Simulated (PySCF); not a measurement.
**Computed vibrations of [Pb(NH3)3]2+**

[Pb(NH3)3]2+ (singlet). PySCF 2.14.0, RKS BP86, Pb def2-SVP with ECP60, N def2-SVP, H def2-SVP; non-relativistic Hamiltonian with scalar-relativistic core potentials where named; density fitting; no spin-orbit coupling. Central differences of gradients.

```xyz
13

Pb    0.0000    0.0000    0.0000
N     2.6384    0.0012    0.0000
H     3.0510   -0.4754    0.8231
H     3.0510   -0.4754   -0.8231
H     3.0537    0.9507    0.0000
N    -1.3202    2.2843    0.0000
H    -1.1138    2.8799    0.8231
H    -1.1138    2.8799   -0.8231
H    -2.3502    2.1692    0.0000
N    -1.3182   -2.2855    0.0000
H    -1.9372   -2.4045    0.8231
H    -1.9372   -2.4045   -0.8231
H    -0.7035   -3.1199    0.0000
```

Run from Python with OMP_NUM_THREADS=2. Where DIIS fails, smearing, a level shift and second-order steps follow.
It took 55 s on 2 threads of AMD EPYC 9B45 (Zen 5) (shared host).

(1) What are the harmonic wavenumbers and infrared intensities?

(2) Is this a minimum?

Answers

(1) Modes are labelled in C3h; negative numbers are unstable modes, those under 60 cm⁻¹ near the noise; a finer grid moves soft modes by up to 10 cm⁻¹.
| cm⁻¹ | km/mol | symmetry |
| --- | --- | --- |
| -106 | – | a'' |
| -48 | – | e'' |
| -48 | – | e'' |
| -45 | – | a'' |
| 32 | 17.0 | e' |
| 32 | 17.0 | e' |
| 239 | 12.5 | e' |
| 239 | 12.5 | e' |
| 272 | 0.0 | a' |
| 493 | 101.8 | a'' |
| 522 | 0.0 | a' |
| 531 | 0.0 | e'' |
| 531 | 0.0 | e'' |
| 544 | 36.0 | e' |
| 544 | 36.0 | e' |
| 1231 | 0.0 | a' |
| 1232 | 70.2 | e' |
| 1232 | 70.2 | e' |
| 1579 | 106.8 | a'' |
| 1580 | 52.7 | e' |
| 1580 | 52.7 | e' |
| 1581 | 0.0 | a' |
| 1582 | 0.0 | e'' |
| 1582 | 0.0 | e'' |
| 3320 | 148.2 | e' |
| 3320 | 148.2 | e' |
| 3324 | 0.0 | a' |
| 3422 | 0.0 | e'' |
| 3422 | 0.0 | e'' |
| 3422 | 215.3 | a'' |
| 3425 | 0.0 | a' |
| 3426 | 103.3 | e' |
| 3426 | 103.3 | e' |

(2) No: 4 unstable; the lowest moves the atoms so:
```
Pb   0.00  0.00 -0.07
N    0.00  0.00  0.28
H   -0.03 -0.01  0.28
H    0.03  0.01  0.28
H    0.00  0.00  0.30
N    0.00  0.00  0.28
H    0.02 -0.02  0.28
H   -0.02  0.02  0.28
H    0.00  0.00  0.30
N    0.00  0.00  0.28
H    0.01  0.03  0.28
H   -0.01 -0.03  0.28
H    0.00  0.00  0.30
```
